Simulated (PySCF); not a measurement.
WO2FCl, SMILES [O]=[W](=[O])([F])[Cl], multiplicity 1.

Coordinates come from a B3LYP-D3(BJ)/def2-SVP optimisation. The multiplicity is an assumed one; no other spin state was optimised. The structure was generated by enumeration; whether it is a known compound was not checked. The def2 effective core potentials stand for the cores of W; spin–orbit coupling is left out.

All values below come from TDA-B3LYP/def2-SVPD (PySCF 2.14.0).

Vertical excitations. The molecule is in vacuum. State labels are in the subgroup Cs.

Computed lowest excited states:
```json
[
 {"state": "S1", "symmetry": "A\"", "energy (eV)": "4.87", "λ (nm)": "254", "f": "0.005", "main pairs": "HOMO→LUMO 94 %"},
 {"state": "S2", "symmetry": "A'", "energy (eV)": "5.07", "λ (nm)": "244", "f": "0.001", "main pairs": "HOMO→LUMO+1 94 %"},
 {"state": "S3", "symmetry": "A\"", "energy (eV)": "5.34", "λ (nm)": "232", "f": "0.000", "main pairs": "HOMO−1→LUMO 98 %"},
 {"state": "S4", "symmetry": "A'", "energy (eV)": "5.53", "λ (nm)": "224", "f": "0.018", "main pairs": "HOMO−2→LUMO 77 %"},
 {"state": "S5", "symmetry": "A\"", "energy (eV)": "5.82", "λ (nm)": "213", "f": "0.000", "main pairs": "HOMO→LUMO+2 91 %"},
 {"state": "S6", "symmetry": "A'", "energy (eV)": "5.86", "λ (nm)": "212", "f": "0.001", "main pairs": "HOMO−3→LUMO 72 %, HOMO−1→LUMO+1 22 %"},
 {"state": "S7", "symmetry": "A\"", "energy (eV)": "6.02", "λ (nm)": "206", "f": "0.001", "main pairs": "HOMO−2→LUMO+1 84 %"},
 {"state": "S8", "symmetry": "A'", "energy (eV)": "6.28", "λ (nm)": "197", "f": "0.022", "main pairs": "HOMO−1→LUMO+1 46 %, HOMO−2→LUMO+2 26 %, HOMO−3→LUMO 7 %"},
 {"state": "S9", "symmetry": "A\"", "energy (eV)": "6.39", "λ (nm)": "194", "f": "0.000", "main pairs": "HOMO−3→LUMO+1 44 %, HOMO−5→LUMO 38 %"},
 {"state": "S10", "symmetry": "A\"", "energy (eV)": "6.51", "λ (nm)": "191", "f": "0.000", "main pairs": "HOMO−1→LUMO+2 61 %, HOMO−5→LUMO 26 %"},
 {"state": "T1", "symmetry": "A\"", "energy (eV)": "4.39", "λ (nm)": "282", "f": "0", "main pairs": "HOMO→LUMO 93 %"},
 {"state": "T2", "symmetry": "A'", "energy (eV)": "4.69", "λ (nm)": "264", "f": "0", "main pairs": "HOMO→LUMO+1 92 %"},
 {"state": "T3", "symmetry": "A'", "energy (eV)": "5.08", "λ (nm)": "244", "f": "0", "main pairs": "HOMO−2→LUMO 86 %"},
 {"state": "T4", "symmetry": "A\"", "energy (eV)": "5.14", "λ (nm)": "241", "f": "0", "main pairs": "HOMO−1→LUMO 92 %"}
]
```
Triplets are in the Tamm–Dancoff approximation.
